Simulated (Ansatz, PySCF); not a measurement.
trans-(1S,2S)-1-ethenyl-2-fluorocyclopropane (C5H7F), SMILES C=C[C@@H]1C[C@@H]1F. Atoms are numbered in the order given.

```xyz
13

C      2.4479     0.3057     0.4789
C      1.2638    -0.0860     0.0035
C     -0.0286     0.1563     0.6692
C     -1.1053    -0.9206     0.6412
C     -1.2707     0.3137    -0.1590
F     -1.1497     0.2118    -1.5062
H      2.5350     0.8481     1.4256
H      3.3731     0.0980    -0.0636
H      1.2154    -0.6209    -0.9516
H      0.0228     0.7711     1.5736
H     -0.8663    -1.8291     0.0816
H     -1.7229    -1.0724     1.5299
H     -2.0107     1.0683     0.1273
```

Geometry: PBE0-D3(BJ)/def2-SVP. Other conformers were not sampled.

Two levels are set side by side: PBE-D3(BJ)/def2-SVP (Ansatz, a quantum-chemistry and plane-wave program) and PBE0-D3(BJ)/def2-SVP (Ansatz). Each level has its own optimised geometry; the coordinates shown are those of the second. Frequencies come from the Hessian of PySCF at each geometry. Differences are taken from unrounded values.

```
quantity                            PBE0-D3(BJ)
----------------------------------  -----------
mean bond length (Å)                      1.256
bond C1–C2 (Å)                            1.335
bond C2–C3 (Å)                            1.474
bond C3–C4 (Å)                            1.523
bond C3–C5 (Å)                            1.501
bond C4–C5 (Å)                            1.480
bond C5–F6 (Å)                            1.356
bond C1–H7 (Å)                            1.095
bond C1–H8 (Å)                            1.092
bond C2–H9 (Å)                            1.096
bond C3–H10 (Å)                           1.095
bond C4–H11 (Å)                           1.093
bond C4–H12 (Å)                           1.093
bond C5–H13 (Å)                           1.095
highest harmonic wavenumber (cm⁻¹)         3266
mean harmonic wavenumber (cm⁻¹)            1427
zero-point energy (kcal/mol)              67.32
```

Question: What does PBE-D3(BJ) give, and how far is it from PBE0-D3(BJ)? (Estimate from the structure and the level; the computed values follow.)

Answer: 
```
quantity                            PBE-D3(BJ)  PBE-D3(BJ) minus PBE0-D3(BJ)
----------------------------------  ----------  ----------------------------
mean bond length (Å)                     1.266                         0.010
bond C1–C2 (Å)                           1.346                         0.011
bond C2–C3 (Å)                           1.478                         0.004
bond C3–C4 (Å)                           1.537                         0.014
bond C3–C5 (Å)                           1.516                         0.015
bond C4–C5 (Å)                           1.491                         0.010
bond C5–F6 (Å)                           1.371                         0.015
bond C1–H7 (Å)                           1.103                         0.008
bond C1–H8 (Å)                           1.100                         0.008
bond C2–H9 (Å)                           1.104                         0.008
bond C3–H10 (Å)                          1.103                         0.008
bond C4–H11 (Å)                          1.101                         0.008
bond C4–H12 (Å)                          1.101                         0.008
bond C5–H13 (Å)                          1.104                         0.009
highest harmonic wavenumber (cm⁻¹)        3173                           -93
mean harmonic wavenumber (cm⁻¹)           1377                           -50
zero-point energy (kcal/mol)             64.94                         -2.38
```

GGA bonds tend to be longer and softer than those of functionals with exact exchange. Differences between two approximate levels are no errors against the true value.
